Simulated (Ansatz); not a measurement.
Reactions of Cl$_{2}$FISi, SMILES `F[Si](Cl)(Cl)I`.

Isolated molecules relaxed with PBE0-D4/def2-TZVP in Ansatz; ΔE leaves out vibrations. CCSD(T)/CBS adds triple-zeta CCSD(T) − MP2 to the extrapolated MP2 energy (def2 sets, frozen cores). This one scheme is used for every species, atoms too. Functionals use def2-TZVPP. No spin–orbit coupling; open shells (•) take unrestricted orbitals. Spin–orbit coupling would lower the free atoms: a little for Cl, F, Si; strongly for I. Elements past krypton have def2 core potentials. Bonds to I are less sure, by a few kJ/mol each and by 10 to 20 or more in all where they break to atoms, as the def2 sets lack core-valence functions. One conformer a species, not always the lowest.

```tsv
reaction	r2SCAN-D4 (kJ/mol)	PBE-D4 (kJ/mol)	CCSD(T)/CBS(def2) (kJ/mol)
`F[Si](Cl)(Cl)I` → F• + `Cl[Si](Cl)I`•	618	622	646
`F[Si](Cl)(Cl)I` + H₂ → `Cl[SiH](Cl)I` + H–F	125	112	114
`F[Si](Cl)(Cl)I` + HI → `Cl[Si](Cl)(I)I` + H–F	67	49	54
`F[Si](Cl)(Cl)I` → 2 Cl• + F• + I• + Si•	1690	1705	1689
`F[Si](Cl)(Cl)I` + NH₃ → `N[Si](F)(Cl)Cl` + HI	1	11	4
`F[Si](Cl)(Cl)I` + H₂S → `F[Si](S)(Cl)Cl` + HI	13	14	18
`F[Si](Cl)(Cl)I` + H₂O → `O[Si](F)(Cl)Cl` + HI	-40	-25	-33
```

Largest T1 diagnostic: 0.012, for Si•.
